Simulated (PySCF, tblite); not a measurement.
Species: C₂H₁₂B₂N₂O.
Atom-mapped SMILES: `[CH3:1][CH2:2][N@@H+:3]1[BH2-:4][NH2+:5][B@@H-:6]1[OH:7]` (hydrogens: H8, H9, H10 on C1; H11, H12 on C2; H13 on N3; H14, H15 on B4; H16, H17 on N5; H18 on B6; H19 on O7)

Computed with GFN2-xTB (tblite), gas phase: Langevin dynamics at 300 K from the optimised GFN2-xTB geometry, time step 0.5 fs, friction 0.01 fs⁻¹, 2000 steps. Over the second half of the run the saved frames average 287 K.

Frame at 250 fs, instantaneous temperature 234 K:
```
atom  x, y, z in Å
C1     -2.539   -0.682   -0.289
C2     -1.125   -1.031   -0.625
N3     -0.176   -0.930    0.521
B4      0.136    0.484    1.152
N5      1.674    0.494    0.546
B6      1.520   -1.016   -0.056
O7      1.454   -1.063   -1.417
H8     -3.164   -0.646   -1.127
H9     -2.899   -1.528    0.238
H10    -2.567    0.171    0.343
H11    -0.661   -0.280   -1.384
H12    -0.979   -2.107   -1.023
H13    -0.296   -1.659    1.177
H14    -0.418    1.453    0.692
H15     0.123    0.498    2.310
H16     1.821    1.157   -0.145
H17     2.326    0.633    1.306
H18     2.150   -1.823    0.531
H19     1.960   -1.715   -1.868
```

Frame at 425 fs, instantaneous temperature 259 K:
```
atom  x, y, z in Å
C1     -2.424   -0.562   -0.311
C2     -0.929   -0.569   -0.590
N3     -0.133   -1.134    0.528
B4      0.282    0.012    1.581
N5      1.790    0.090    0.913
B6      1.515   -1.324    0.274
O7      1.989   -1.357   -1.101
H8     -2.990   -0.041   -1.101
H9     -2.878   -1.515   -0.320
H10    -2.567   -0.085    0.651
H11    -0.497    0.418   -0.712
H12    -0.621   -1.154   -1.472
H13    -0.567   -1.927    1.005
H14    -0.213    0.986    1.543
H15     0.469   -0.368    2.711
H16     1.753    0.796    0.220
H17     2.571    0.216    1.491
H18     1.848   -2.299    0.899
H19     2.000   -2.196   -1.554
```

Frame at 625 fs, instantaneous temperature 384 K:
```
atom  x, y, z in Å
C1     -1.861    0.954   -0.398
C2     -0.580    0.160   -0.565
N3      0.039   -0.440    0.593
B4      0.761    0.462    1.664
N5      2.207   -0.075    1.336
B6      1.579   -1.118    0.315
O7      2.143   -0.735   -0.901
H8     -2.181    1.266   -1.392
H9     -2.636    0.263   -0.018
H10    -1.707    1.769    0.224
H11     0.231    0.731   -1.080
H12    -0.872   -0.740   -1.205
H13    -0.536   -1.242    0.936
H14     0.803    1.647    1.493
H15     0.286    0.184    2.755
H16     2.697    0.625    0.756
H17     2.704   -0.344    2.179
H18     1.559   -2.283    0.562
H19     1.741   -1.194   -1.681
```

Frame at 800 fs, instantaneous temperature 210 K:
```
atom  x, y, z in Å
C1     -1.641    1.355   -0.942
C2     -0.275    0.727   -0.915
N3      0.031    0.005    0.288
B4      0.218    0.943    1.690
N5      1.721    0.485    1.655
B6      1.486   -0.622    0.494
O7      2.348   -0.369   -0.639
H8     -1.821    2.046   -1.756
H9     -2.355    0.562   -0.944
H10    -1.797    1.913   -0.105
H11     0.521    1.532   -0.923
H12    -0.126    0.020   -1.770
H13    -0.590   -0.752    0.547
H14     0.179    2.082    1.430
H15    -0.533    0.601    2.513
H16     2.314    1.218    1.260
H17     2.084    0.306    2.580
H18     1.546   -1.695    0.969
H19     2.971   -1.036   -0.807
```

Frame at 1000 fs, instantaneous temperature 255 K:
```
atom  x, y, z in Å
C1     -1.098    2.063   -1.193
C2     -0.028    0.970   -1.215
N3      0.049    0.060   -0.072
B4      0.307    0.895    1.331
N5      1.681    0.219    1.596
B6      1.462   -0.601    0.180
O7      2.466   -0.223   -0.807
H8     -1.093    2.562   -2.212
H9     -2.018    1.551   -0.909
H10    -0.810    2.884   -0.553
H11     0.948    1.396   -1.236
H12    -0.208    0.424   -2.120
H13    -0.676   -0.644   -0.102
H14     0.455    2.053    1.080
H15    -0.446    0.616    2.230
H16     2.458    0.816    1.601
H17     1.524   -0.273    2.444
H18     1.283   -1.810    0.184
H19     3.085   -0.884   -0.897
```

**Question.** What do single points at PBE0/pcSseg-1 (PySCF, gas phase) give on these frames?

**Answer.** 
```csv
t (fs),GFN2-xTB E above start (eV),DFT E above lowest frame (eV),HOMO (eV),LUMO (eV),dipole (D)
250,0.77,0.24,-7.55,1.26,1.99
425,0.58,0.05,-7.38,1.25,1.54
625,0.59,0.00,-7.25,0.91,1.55
800,0.61,0.12,-7.67,1.27,0.90
1000,0.76,0.19,-7.46,1.17,1.13
```

The two levels order the frames alike by energy but for pairs within 0.08 eV at one level; measured from each level's lowest frame they differ by 0.09 eV at most. The HOMO–LUMO gap runs from 8.16 to 8.94 eV. These are instantaneous structures, not minima.

**Question.** And the isotropic GIAO shieldings (ppm) from the same runs?

**Answer.** 
| atom | 250 fs | 425 fs | 625 fs | 800 fs | 1000 fs | mean | range |
| --- | --- | --- | --- | --- | --- | --- | --- |
| C1 | 179.1 | 175.2 | 170.9 | 177.8 | 168.0 | 174.2 | 11.1 |
| C2 | 131.5 | 142.4 | 140.0 | 142.0 | 147.2 | 140.6 | 15.7 |
| N3 | 201.5 | 204.4 | 201.6 | 206.5 | 214.7 | 205.7 | 13.2 |
| B4 | 114.3 | 113.1 | 116.3 | 110.7 | 114.1 | 113.7 | 5.6 |
| N5 | 222.7 | 233.4 | 218.9 | 215.7 | 235.9 | 225.3 | 20.2 |
| B6 | 99.3 | 103.7 | 101.7 | 104.1 | 102.6 | 102.3 | 4.8 |
| O7 | 276.6 | 280.5 | 265.8 | 290.5 | 292.0 | 281.1 | 26.2 |
| H8 | 31.7 | 30.3 | 30.5 | 30.8 | 29.6 | 30.6 | 2.1 |
| H9 | 31.6 | 31.5 | 30.3 | 31.7 | 30.5 | 31.1 | 1.4 |
| H10 | 30.9 | 30.5 | 31.2 | 32.3 | 29.8 | 30.9 | 2.5 |
| H11 | 26.6 | 29.3 | 27.9 | 27.7 | 28.6 | 28.0 | 2.7 |
| H12 | 27.8 | 28.2 | 28.3 | 28.0 | 29.5 | 28.4 | 1.7 |
| H13 | 30.6 | 30.1 | 29.2 | 29.5 | 30.1 | 29.9 | 1.4 |
| H14 | 28.5 | 30.3 | 28.5 | 29.2 | 28.5 | 29.0 | 1.8 |
| H15 | 29.1 | 28.5 | 28.1 | 28.7 | 28.3 | 28.5 | 1.0 |
| H16 | 31.5 | 30.6 | 28.9 | 29.3 | 31.4 | 30.3 | 2.6 |

What follows is the cost of the whole dynamics run. Hardware: one thread, Intel Xeon Platinum 8259CL at 2.50 GHz (x86_64) (shared host). Cost: 18 s, 0.18 GiB resident at most.
